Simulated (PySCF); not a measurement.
C4H2F3NO.
Bonds: F1–C2, C2–N3 (aromatic), N3–C4 (aromatic), C4–O5 (aromatic), O5–C6 (aromatic), C6–C7, C7–F8, C7–F9, C2–C6 (aromatic). Hydrogens: H10 on C4; H11 on C7.

Computed geometry: GFN2-xTB, gas phase.

(1) Give the optimised bond lengths and angles.

Answers

(1) 
```json
{"bond": "F1–C2", "length (pm)": "131.1"}
{"bond": "C2–N3", "length (pm)": "135.5"}
{"bond": "N3–C4", "length (pm)": "129.3"}
{"bond": "C4–O5", "length (pm)": "133.1"}
{"bond": "O5–C6", "length (pm)": "135.8"}
{"bond": "C6–C7", "length (pm)": "149.2"}
{"bond": "C7–F8, C7–F9", "length (pm)": "135.3"}
{"bond": "C2–C6", "length (pm)": "137.3"}
{"bond": "C4–H10", "length (pm)": "107.1"}
{"bond": "C7–H11", "length (pm)": "110.1"}
```

Bonds in one row agree within 1 pm and their mean is given. A selection of angles:
```json
{"angle": "F1–C2–N3", "degrees": "122.1"}
{"angle": "F1–C2–C6", "degrees": "128.3"}
{"angle": "N3–C2–C6", "degrees": "109.7"}
{"angle": "C2–N3–C4", "degrees": "104.5"}
{"angle": "N3–C4–O5", "degrees": "114.3"}
{"angle": "C4–O5–C6", "degrees": "105.5"}
{"angle": "O5–C6–C7", "degrees": "119.6"}
{"angle": "C2–C6–O5", "degrees": "106.1"}
{"angle": "C2–C6–C7", "degrees": "134.3"}
{"angle": "C6–C7–F8", "degrees": "111.2"}
{"angle": "F8–C7–F9", "degrees": "106.2"}
```

Torsions: O5–C6–C7–F8 121° (anticlinal).

The 3 C–F bonds span 1.311 Å (F1–C2, drawn single) to 1.353 Å (C7–F8, drawn single), a spread of 0.042 Å. The C–C distances run from 1.373 Å (C2–C6, aromatic) to 1.492 Å (C6–C7, drawn single), a spread of 0.119 Å. The C–O distances run from 1.331 Å (C4–O5, aromatic) to 1.358 Å (O5–C6, aromatic), a spread of 0.027 Å. The C–N distances run from 1.293 Å (N3–C4, aromatic) to 1.355 Å (C2–N3, aromatic), a spread of 0.062 Å. The 5-membered ring C2–N3–C4–O5–C6 has internal angles of 104.5° to 114.3°; it is planar, 0.00 Å rms from its mean plane, widest ring torsion 0°.

Point group: Cs (tolerance 0.08 Å). Stationary, but not proved a minimum. The numbers are those of one conformer.
